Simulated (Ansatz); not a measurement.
Consider the redistribution: `O[SiH2]I` + `[Cl][Sn][Cl]` → `Cl[SiH2]I` + `[OH][Sn][Cl]`.

Isolated molecules relaxed with PBE0-D4/def2-TZVP in Ansatz; ΔE leaves out vibrations. CBS: MP2 limit from def2 TZ/QZ plus the TZ coupled-cluster correction, frozen cores. Functionals use def2-TZVPP. def2 core potentials past Kr. For I, Sn outer-core shells are correlated without core-valence functions, which leaves a few kJ/mol of doubt a bond. One conformer a species, not always the lowest.

| level | ΔE (eV) |
| --- | --- |
| PBE0-D4 | 0.76 |
| BHLYP-D4 | 0.86 |
| r2SCAN | 0.74 |
| CCSD/def2-SVP | 0.77 |

(1) What does CCSD(T)/CBS give? (An estimate is asked.)

Largest T1 diagnostic among the species: 0.017.

Results:

(1) The calculation gave: +0.71 eV. The listed levels differ from it by 0.05, 0.15, 0.03, 0.06 eV.

From BLYP to BHLYP (50 % exact exchange), in def2-TZVPP and without D4, ΔE moves by +0.12 eV. In def2-TZVPP, CCSD(T) changes the Hartree–Fock value by −0.22 eV (the triples alone add −0.03 eV) and MP2 by −0.24 eV.
